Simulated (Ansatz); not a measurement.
Born–Oppenheimer molecular dynamics of CH12OSi4 (18 atoms, charge 0, multiplicity 1). It starts from a relaxed structure.

Theory: RKS PBE0/STO-3G (Ansatz).

```
ensemble        : NVT, Nosé–Hoover chain
time step       : 0.25 fs
steps asked     : 68
set temperature : 3000 K
thermostat      : time constant 20 fs, chain length 1
seed            : 157399
```

First frame:

```xyz
18
Properties=species:S:1:pos:R:3
Si 0.014 -0.079 0.013
O 0.232 -0.306 1.728
C -1.040 -0.398 2.411
H -1.663 -1.258 2.080
H -0.833 -0.539 3.488
H -1.667 0.514 2.312
Si 2.124 0.055 -0.771
H 2.880 -1.135 -0.463
H 2.110 0.205 -2.207
H 2.826 1.189 -0.219
Si -1.122 1.831 -0.423
H -2.532 1.709 -0.135
H -0.612 2.946 0.340
H -0.997 2.165 -1.822
Si -1.071 -1.835 -0.918
H -2.459 -1.897 -0.523
H -1.039 -1.719 -2.357
H -0.457 -3.094 -0.568
```

Problem. What does the run give?

Solution. All steps were run.

```yaml
steps_done: 68
time_covered: 17 fs
mean_temperature_over_the_second_half: 1851 K
spread_of_the_potential_energy_over_the_second_half: 21.0 meV per atom
mean_potential_energy_of_the_second_half_above_the_start: 159.4 meV per atom
```

The conserved energy stayed within 0.32 meV per atom of its start (net change 0.1 meV per atom), so the integration is sound. The mean temperature of the second half is 38 % below the set value. A run of 0.017 ps of so small a system gives no equilibrium averages. Limits of this set-up: minimal basis.

Problem. What happens to the structure?

Solution. The same pairs are bonded in the first frame and the last. Pairs count as bonded within 1.25 times the sum of covalent radii (0.12 Å more for H–H). The details hang on the random start.

Problem. How do temperature and energy run in time?

Solution. 
| time (fs) | T (K) | potential energy less start (eV) | conserved less start (meV/atom) |
| --- | --- | --- | --- |
| 0 | 3000 | 0.000 | 0.00 |
| 0.5 | 2946 | 0.111 | 0.00 |
| 1 | 2791 | 0.433 | 0.05 |
| 1.5 | 2563 | 0.906 | 0.14 |
| 2 | 2313 | 1.427 | 0.24 |
| 2.5 | 2095 | 1.881 | 0.30 |
| 3 | 1943 | 2.200 | 0.30 |
| 3.5 | 1856 | 2.384 | 0.25 |
| 4 | 1810 | 2.487 | 0.19 |
| 4.5 | 1771 | 2.574 | 0.16 |
| 5 | 1721 | 2.688 | 0.15 |
| 5.5 | 1652 | 2.844 | 0.16 |
| 6 | 1567 | 3.032 | 0.18 |
| 6.5 | 1477 | 3.233 | 0.21 |
| 7 | 1395 | 3.418 | 0.24 |
| 7.5 | 1335 | 3.561 | 0.26 |
| 8 | 1306 | 3.639 | 0.26 |
| 8.5 | 1313 | 3.644 | 0.26 |
| 9 | 1354 | 3.581 | 0.25 |
| 9.5 | 1423 | 3.463 | 0.23 |
| 10 | 1511 | 3.307 | 0.22 |
| 10.5 | 1613 | 3.130 | 0.21 |
| 11 | 1721 | 2.942 | 0.20 |
| 11.5 | 1831 | 2.755 | 0.19 |
| 12 | 1934 | 2.586 | 0.16 |
| 12.5 | 2017 | 2.463 | 0.13 |
| 13 | 2064 | 2.418 | 0.11 |
| 13.5 | 2064 | 2.472 | 0.11 |
| 14 | 2023 | 2.613 | 0.16 |
| 14.5 | 1969 | 2.784 | 0.24 |
| 15 | 1942 | 2.897 | 0.30 |
| 15.5 | 1975 | 2.886 | 0.30 |
| 16 | 2069 | 2.753 | 0.23 |
| 16.5 | 2187 | 2.575 | 0.15 |
| 17 | 2285 | 2.444 | 0.10 |

The run took 13 min on 1 thread of Intel(R) Xeon(R) Processor @ 2.50GHz (Skylake/Cascade Lake), with other jobs on the host, peak memory 0.17 GiB.
